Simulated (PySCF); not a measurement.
Al(Cl)(OMe)(SeH) (CH4AlClOSe), SMILES C[O][Al]([Cl])[SeH]. Heavy atoms are numbered as in [Al:1]([Cl:2])([O:3][CH3:4])[SeH:8]. Hydrogens are named by the atom that carries them.

Geometry: ωB97X-D3(BJ)/def2-SVP. The structure was generated by enumeration; whether it is a known compound was not checked. Other conformers were not sampled.

All values below come from PBE/pcSseg-1 run with PySCF.

GIAO shieldings, no solvent; atoms alike by connectivity are averaged. δ = σ(ref) − σ: ³⁵Cl against HCl (σ = 936.5 ppm); ¹⁷O against H2O (σ = 334.3 ppm); ¹³C against TMS (σ = 182.0 ppm); ¹H against TMS (σ = 31.49 ppm); ⁷⁷Se against Me2Se (σ = 1634.8 ppm), references at their B3LYP-D3(BJ)/def2-TZVP geometries, non-relativistic (without spin–orbit terms, shifts of atoms bonded to Cl or Br come out too high).

Computed chemical shifts:
```tsv
nucleus	atoms	count	δ (ppm)
³⁵Cl	Cl2	1	30.4
¹⁷O	O3	1	65.5
¹³C	C4 (CH3)	1	59.5
¹H	H on C4	3	4.42
¹H	H on Se8	1	0.27
⁷⁷Se	Se8 (SeH)	1	-573.1
```
